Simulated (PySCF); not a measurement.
Compound: C₅H₅F₃OSi.
SMILES with atom numbers: `[F:1][C:2]([F:3])([F:4])[c:5]1[cH:6][cH:7][o:8][c:9]1[SiH3:10]`

Probes without a nucleus sit at each ring's centroid and 1 Å off its mean plane on both sides; NICS is minus the shielding there, NICSzz its component along the normal. Level: GIAO PBE0/pcSseg-1 (PySCF, non-relativistic, gas phase) on the GFN2-xTB geometry, one conformer.

Ring bond lengths (Å), with Mayer bond orders in brackets: C5–C6 1.417 (1.27), C6–C7 1.361 (1.58), C7–O8 1.339 (1.09), O8–C9 1.343 (1.05), C9–C5 1.375 (1.47).

What do the NICS probes read (ppm)?

| ring | type | NICS(0) | NICS(1), two faces | NICS(1)zz, two faces | rms pucker (Å) | centre to ring atoms, mean (Å) |
| --- | --- | --- | --- | --- | --- | --- |
| C5–C6–C7–O8–C9 | 5-membered ring with O; formal bonds all aromatic | -12.1 | -10.8 / -10.8 | -26.9 / -27.0 | 0.00 | 1.16 |

What do they say, and how far can they be read as aromaticity?

- C5–C6–C7–O8–C9: mean NICS(1)zz -27.0 ppm, shielded. For a flat ring without four-coordinate atoms the NICS criterion counts such a value as aromatic.

How equal are the bonds by HOMA? HOMA = 1 − mean of α(R − Ropt)² over the ring bonds, with Krygowski's 1993 parameters (CC: Ropt 1.388 Å, α 257.7 Å⁻²; CO: Ropt 1.265 Å, α 157.38 Å⁻²).

- C5–C6–C7–O8–C9: HOMA 0.54; the largest term is that of O8–C9, α(R − Ropt)² = 0.97.

List the ring angles and the Hirshfeld charges of the ring atoms.

- C5–C6–C7–O8–C9: C5 107.3° (-0.076 e), C6 105.0° (-0.084 e), C7 110.8° (+0.018 e), O8 108.5° (-0.046 e), C9 108.4° (-0.034 e); sum 540.0° against 540° for a flat convex ring.

What are the shieldings of the ring atoms and their hydrogens in the same run (means over atoms taken as equivalent)?

```json
{"atoms": "C5", "environment": "substituted aromatic carbon", "σ isotropic (ppm)": "49.0", "principal values of the symmetric part, first atom (ppm)": "-37.6, 52.8, 132.0"}
{"atoms": "C6", "environment": "aromatic CH carbon", "σ isotropic (ppm)": "69.8", "principal values of the symmetric part, first atom (ppm)": "-17.5, 66.4, 160.7"}
{"atoms": "C7", "environment": "aromatic CH next to a ring oxygen", "σ isotropic (ppm)": "35.1", "principal values of the symmetric part, first atom (ppm)": "-37.5, 36.7, 106.2"}
{"atoms": "O8", "environment": "furan-type oxygen", "σ isotropic (ppm)": "5.2", "principal values of the symmetric part, first atom (ppm)": "-145.1, -86.5, 247.0"}
{"atoms": "C9", "environment": "substituted aromatic carbon", "σ isotropic (ppm)": "29.1", "principal values of the symmetric part, first atom (ppm)": "-48.6, 22.6, 113.2"}
{"atoms": "H on C6", "environment": "aromatic hydrogen", "σ isotropic (ppm)": "24.65", "principal values of the symmetric part, first atom (ppm)": "21.9, 24.8, 27.2"}
{"atoms": "H on C7", "environment": "aromatic hydrogen", "σ isotropic (ppm)": "23.97", "principal values of the symmetric part, first atom (ppm)": "20.9, 25.1, 25.9"}
```

The values belong to the conformer `[F:1][C:2]([F:3])([F:4])[c:5]1[cH:6][cH:7][o:8][c:9]1[SiH3:10]`: F1–C2–C5–C6 124°.
